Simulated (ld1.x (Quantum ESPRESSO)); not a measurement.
**revPBE TM semilocal dataset for tungsten (W), non-relativistic all-electron reference.**

Input for ld1.x (Quantum ESPRESSO) 7.5:

```
&input
   title='W', zed=74., rel=0, dft='REVPBE', iswitch=3,
   config='[Xe] 4f14 5d4 6s2 6p0',
   nld=3, rlderiv=3.35, eminld=-5.0, emaxld=5.0, deld=0.02
 /
 &inputp
   pseudotype=1, tm=.true., lloc=2,
   nlcc=.true., new_core_ps=.true.,
   file_pseudopw='W.pp', file_wfcaegen='ae.wfc', file_wfcncgen='nc.wfc'
 /
3
6S  1  0   2.00   0.00  3.10  3.10  0.0
5P  2  1   6.00   0.00  2.15  2.15  0.0
5D  3  2   4.00   0.00  2.45  2.45  0.0
 &test
   configts(1)='5p6 5d4 6s2 6p0'
 /
```

Command:

```bash
ld1.x < W.in > W.out
```

The program printed (shortened: banner, matrices, multipoles, cross overlaps and the repeated all-electron block are left out):

```
Program LD1 v.7.5
     --------------------------- All-electron run ----------------------------

     W

     atomic number is 74.00
     dft =REVPBE   lsd =0 sic =0 latt =0  beta=0.20 tr2=1.0E-14
     Exchange-correlation= REVPBE
                           (   1   4   4   4   0   0   0)
     mesh =1273 r(mesh) =  99.08072 a.u. xmin = -7.00 dx = 0.01250
     1 Ry =  13.60569312 eV

     n l     nl                  e(Ry)          e(Ha)          e(eV)
     1 0     1S 1( 2.00)     -4685.7117     -2342.8558    -63752.3553
     2 0     2S 1( 2.00)      -770.1833      -385.0916    -10478.8775
     2 1     2P 1( 6.00)      -738.2053      -369.1027    -10043.7952
     3 0     3S 1( 2.00)      -175.8493       -87.9246     -2392.5514
     3 1     3P 1( 6.00)      -161.0376       -80.5188     -2191.0282
     4 0     4S 1( 2.00)       -35.2261       -17.6131      -479.2761
     4 1     4P 1( 6.00)       -29.0375       -14.5187      -395.0749
     3 2     3D 1(10.00)      -133.4448       -66.7224     -1815.6096
     5 0     5S 1( 2.00)        -4.7773        -2.3886       -64.9980
     5 1     5P 1( 6.00)        -2.9933        -1.4966       -40.7254
     4 2     4D 1(10.00)       -17.7671        -8.8835      -241.7331
     4 3     4F 1(14.00)        -3.0761        -1.5381       -41.8531
     5 2     5D 1( 4.00)        -0.4232        -0.2116        -5.7583
     6 0     6S 1( 2.00)        -0.3450        -0.1725        -4.6938
     6 1     6P 1( 0.00)        -0.1069        -0.0534        -1.4538

     final scf error:  7.7E-15 reached in  27 iterations

     Etot =  -30582.890019 Ry,  -15291.445010 Ha, -416101.416414 eV

     Ekin =   30574.891449 Ry,   15287.445724 Ha,  415992.590323 eV
     Encl =  -72827.861212 Ry,  -36413.930606 Ha, -990873.530456 eV
     Eh   =   12283.892280 Ry,    6141.946140 Ha,  167130.868723 eV
     Exc  =    -613.812536 Ry,    -306.906268 Ha,   -8351.345003 eV

     normalization and overlap integrals

     s(1S/1S) =  1.000000  <r> =   0.0205  <r2> =    0.0006  r(max) =   0.0135
     s(2S/2S) =  1.000000  <r> =   0.0865  <r2> =    0.0088  r(max) =   0.0740
     s(2P/2P) =  1.000000  <r> =   0.0732  <r2> =    0.0065  r(max) =   0.0576
     s(3S/3S) =  1.000000  <r> =   0.2197  <r2> =    0.0550  r(max) =   0.2036
     s(3P/3P) =  1.000000  <r> =   0.2097  <r2> =    0.0508  r(max) =   0.1913
     s(4S/4S) =  1.000000  <r> =   0.4898  <r2> =    0.2704  r(max) =   0.4588
     s(4P/4P) =  1.000000  <r> =   0.4970  <r2> =    0.2805  r(max) =   0.4588
     s(3D/3D) =  1.000000  <r> =   0.1839  <r2> =    0.0395  r(max) =   0.1508
     s(5S/5S) =  1.000000  <r> =   1.1698  <r2> =    1.5374  r(max) =   1.0470
     s(5P/5P) =  1.000000  <r> =   1.2960  <r2> =    1.9042  r(max) =   1.1286
     s(4D/4D) =  1.000000  <r> =   0.5137  <r2> =    0.3053  r(max) =   0.4531
     s(4F/4F) =  1.000000  <r> =   0.5889  <r2> =    0.4319  r(max) =   0.4204
     s(5D/5D) =  1.000000  <r> =   1.9761  <r2> =    4.7370  r(max) =   1.4673
     s(6S/6S) =  1.000000  <r> =   3.5311  <r2> =   14.2598  r(max) =   2.9548
     s(6P/6P) =  1.000000  <r> =   4.9969  <r2> =   29.3770  r(max) =   3.8418

     ------------------------ End of All-electron run ------------------------

     --------------------- Generating NC pseudopotential ---------------------

      Generating local pot.: lloc=2, matching radius rcloc =   2.4500

      Computing core charge for nlcc:

       r > 0.94 : true rho core
      Core charge pseudized with two Bessel functions
      Integrated core pseudo-charge :  23.83

      Wfc   6S  rcut= 3.068  Using Troullier-Martins method

      Wfc   5P  rcut= 2.162  Using Troullier-Martins method

     ------------------- End of pseudopotential generation -------------------

     Computing logarithmic derivative in   3.36930
     Computing logarithmic derivative in   3.36930
     Computing the partial wave expansion
     R is outside the sphere for l=    0 j= 0.00
     R is outside the sphere for l=    1 j= 0.00
       no projector for channel:   2

     ---------------------- Testing the pseudopotential ----------------------

     W

     atomic number is 74.00   valence charge is 12.00
     dft =REVPBE   lsd =0 sic =0 latt =0  beta=0.20 tr2=1.0E-14
     mesh =1273 r(mesh) =  99.08072 xmin = -7.00 dx = 0.01250

     n l     nl             e AE (Ry)        e PS (Ry)    De AE-PS (Ry)
     2 1     5P   1( 6.00)       -2.99326       -2.99326       -0.00000
     3 2     5D   1( 4.00)       -0.42323       -0.42323       -0.00000
     1 0     6S   1( 2.00)       -0.34499       -0.34499       -0.00000
     3 1     6P   1( 0.00)       -0.10685       -0.11840        0.01155  !

     eps = 4.1E-15  iter = 15

     Etot =  -30582.890019 Ry,  -15291.445010 Ha, -416101.416414 eV
     Etotps =  -163.570041 Ry,     -81.785021 Ha,   -2225.483788 eV

     Ekin =      34.946033 Ry,      17.473017 Ha,     475.465004 eV
     Encl =    -183.330623 Ry,     -91.665311 Ha,   -2494.340192 eV
     Ehrt =      72.299054 Ry,      36.149527 Ha,     983.678736 eV
     Ecxc =     -88.905253 Ry,     -44.452627 Ha,   -1209.617591 eV
     (Ecc =     -73.053233 Ry,     -36.526617 Ha,    -993.939872 eV)
     Epseu=       1.420748 Ry,       0.710374 Ha,      19.330255 eV

     ---------------------- End of pseudopotential test ----------------------
```

Generation and configuration tests took about 2.2 s on one core of a shared server CPU.

Transferability test of the new file with ld1.x, input:

```
&input
   title='W', zed=74., rel=0, dft='REVPBE', iswitch=2,
   config='[Xe] 4f14 5d4 6s2 6p0'
 /
 &test
   file_pseudo='W.pp', nconf=8,
   configts(1)='5p6 5d4 6s2 6p0',
   configts(2)='5p6 5d4 6s1 6p0',
   configts(3)='5p6 5d4 6s0 6p0',
   configts(4)='5p6 5d3 6s0 6p0',
   configts(5)='5p6 5d5 6s1 6p0',
   configts(6)='5p6 5d4.5 6s1.5 6p0',
   configts(7)='5p6 5d4 6s1.5 6p0',
   configts(8)='5p6 5d4 6s1 6p1'
 /
```

```bash
ld1.x < W.test.in > W.test.out
```

Pseudopotential blocks of its output, shortened (energy terms left out):

```
     ---------------------- Testing the pseudopotential ----------------------

     n l     nl             e AE (Ry)        e PS (Ry)    De AE-PS (Ry)
     2 1     5P   1( 6.00)       -2.99326       -2.99326       -0.00000
     3 2     5D   1( 4.00)       -0.42323       -0.42323       -0.00000
     1 0     6S   1( 2.00)       -0.34499       -0.34499       -0.00000
     3 1     6P   1( 0.00)       -0.10685       -0.11840        0.01155  !

     eps = 5.5E-15  iter = 23

     Etot =  -30582.890019 Ry,  -15291.445010 Ha, -416101.416414 eV
     Etotps =  -163.570039 Ry,     -81.785020 Ha,   -2225.483760 eV

     ---------------------- End of pseudopotential test ----------------------

          ---------------------- Testing the pseudopotential ----------------------

     n l     nl             e AE (Ry)        e PS (Ry)    De AE-PS (Ry)
     2 1     5P   1( 6.00)       -3.51322       -3.50781       -0.00541  !
     3 2     5D   1( 4.00)       -0.92967       -0.92769       -0.00198
     1 0     6S   1( 1.00)       -0.77624       -0.77707        0.00082
     3 1     6P   1( 0.00)       -0.48294       -0.50310        0.02016  !

     eps = 8.8E-15  iter = 26

     Etot =  -30582.333363 Ry,  -15291.166681 Ha, -416093.842716 eV
     Etotps =  -163.013066 Ry,     -81.506533 Ha,   -2217.905755 eV
     dEtot_ae =       0.556657 Ry
     dEtot_ps =       0.556973 Ry,   Delta E=      -0.000317 Ry

     ---------------------- End of pseudopotential test ----------------------

          ---------------------- Testing the pseudopotential ----------------------

     n l     nl             e AE (Ry)        e PS (Ry)    De AE-PS (Ry)
     2 1     5P   1( 6.00)       -4.10838       -4.09687       -0.01150  !
     3 2     5D   1( 4.00)       -1.50118       -1.49762       -0.00356
     1 0     6S   1( 0.00)       -1.25334       -1.25667        0.00333
     3 1     6P   1( 0.00)       -0.91259       -0.94294        0.03035  !

     eps = 8.8E-15  iter = 21

     Etot =  -30581.322847 Ry,  -15290.661423 Ha, -416080.093951 eV
     Etotps =  -162.000646 Ry,     -81.000323 Ha,   -2204.131079 eV
     dEtot_ae =       1.567172 Ry
     dEtot_ps =       1.569393 Ry,   Delta E=      -0.002221 Ry

     ---------------------- End of pseudopotential test ----------------------

          ---------------------- Testing the pseudopotential ----------------------

     n l     nl             e AE (Ry)        e PS (Ry)    De AE-PS (Ry)
     2 1     5P   1( 6.00)       -5.03850       -5.02926       -0.00924  !
     3 2     5D   1( 3.00)       -2.34448       -2.34095       -0.00353
     1 0     6S   1( 0.00)       -1.89064       -1.89402        0.00338
     3 1     6P   1( 0.00)       -1.48225       -1.53378        0.05153  !

     eps = 2.7E-15  iter = 14

     Etot =  -30579.407698 Ry,  -15289.703849 Ha, -416054.037017 eV
     Etotps =  -160.089150 Ry,     -80.044575 Ha,   -2178.123851 eV
     dEtot_ae =       3.482321 Ry
     dEtot_ps =       3.480889 Ry,   Delta E=       0.001432 Ry

     ---------------------- End of pseudopotential test ----------------------

          ---------------------- Testing the pseudopotential ----------------------

     n l     nl             e AE (Ry)        e PS (Ry)    De AE-PS (Ry)
     2 1     5P   1( 6.00)       -2.80652       -2.80015       -0.00637  !
     3 2     5D   1( 5.00)       -0.28795       -0.28653       -0.00143
     1 0     6S   1( 1.00)       -0.28503       -0.28723        0.00221
     3 1     6P   1( 0.00)       -0.07632       -0.08399        0.00767  !

     eps = 4.6E-15  iter = 16

     Etot =  -30582.929310 Ry,  -15291.464655 Ha, -416101.950994 eV
     Etotps =  -163.607312 Ry,     -81.803656 Ha,   -2225.990885 eV
     dEtot_ae =      -0.039291 Ry
     dEtot_ps =      -0.037273 Ry,   Delta E=      -0.002018 Ry

     ---------------------- End of pseudopotential test ----------------------

          ---------------------- Testing the pseudopotential ----------------------

     n l     nl             e AE (Ry)        e PS (Ry)    De AE-PS (Ry)
     2 1     5P   1( 6.00)       -2.89647       -2.89276       -0.00371
     3 2     5D   1( 4.50)       -0.35294       -0.35188       -0.00106
     1 0     6S   1( 1.50)       -0.31430       -0.31536        0.00106
     3 1     6P   1( 0.00)       -0.09102       -0.10036        0.00935  !

     eps = 8.1E-15  iter = 19

     Etot =  -30582.919084 Ry,  -15291.459542 Ha, -416101.811859 eV
     Etotps =  -163.598551 Ry,     -81.799275 Ha,   -2225.871680 eV
     dEtot_ae =      -0.029065 Ry
     dEtot_ps =      -0.028512 Ry,   Delta E=      -0.000553 Ry

     ---------------------- End of pseudopotential test ----------------------

          ---------------------- Testing the pseudopotential ----------------------

     n l     nl             e AE (Ry)        e PS (Ry)    De AE-PS (Ry)
     2 1     5P   1( 6.00)       -3.24291       -3.24042       -0.00249
     3 2     5D   1( 4.00)       -0.66738       -0.66643       -0.00095
     1 0     6S   1( 1.50)       -0.55469       -0.55496        0.00027
     3 1     6P   1( 0.00)       -0.28738       -0.30320        0.01582  !

     eps = 6.3E-15  iter = 19

     Etot =  -30582.665646 Ry,  -15291.332823 Ha, -416098.363658 eV
     Etotps =  -163.345613 Ry,     -81.672806 Ha,   -2222.430280 eV
     dEtot_ae =       0.224373 Ry
     dEtot_ps =       0.224427 Ry,   Delta E=      -0.000053 Ry

     ---------------------- End of pseudopotential test ----------------------

          ---------------------- Testing the pseudopotential ----------------------

     n l     nl             e AE (Ry)        e PS (Ry)    De AE-PS (Ry)
     2 1     5P   1( 6.00)       -3.08874       -3.06730       -0.02144  !
     3 2     5D   1( 4.00)       -0.50956       -0.49515       -0.01440  !
     1 0     6S   1( 1.00)       -0.40227       -0.39515       -0.00711  !
     3 1     6P   1( 1.00)       -0.15123       -0.15819        0.00696  !

     eps = 8.6E-15  iter = 20

     Etot =  -30582.645078 Ry,  -15291.322539 Ha, -416098.083827 eV
     Etotps =  -163.338035 Ry,     -81.669018 Ha,   -2222.327180 eV
     dEtot_ae =       0.244941 Ry
     dEtot_ps =       0.232004 Ry,   Delta E=       0.012936 Ry

     ---------------------- End of pseudopotential test ----------------------
```
